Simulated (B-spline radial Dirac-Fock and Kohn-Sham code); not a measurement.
# What relativity does to the binding energies of Sr⁴⁺

System: the Sr⁴⁺ ion, configuration [Ar] 3d10 4s2 4p4.

Both columns are ΔSCF binding energies of the configuration average from an atomic code on a B-spline grid: non-relativistic Hartree-Fock with a point nucleus, and Dirac-Fock with a finite nucleus and the Coulomb interaction alone, averaged over the two j levels with weights 2j+1.

```csv
shell,Hartree-Fock (eV),Dirac-Fock (eV),shift (eV),shift (%)
1s,15881.0,16204.5,+323.52,+2.04
2s,2211.0,2285.6,+74.60,+3.37
3s,407.1,420.4,+13.31,+3.27
3d,194.7,192.1,-2.59,-1.33
4s,91.17,93.03,+1.87,+2.05
4p,70.78,71.04,+0.25,+0.36
```

Relativity binds 1s, 2s, 3s, 4s, 4p more strongly, among those listed most of all 2s in relative terms, and 3d more weakly, because the contracted s and p shells screen the nucleus better.

Values without a named source are computed, but for edge energies of neutral atoms, which are taken from tables.
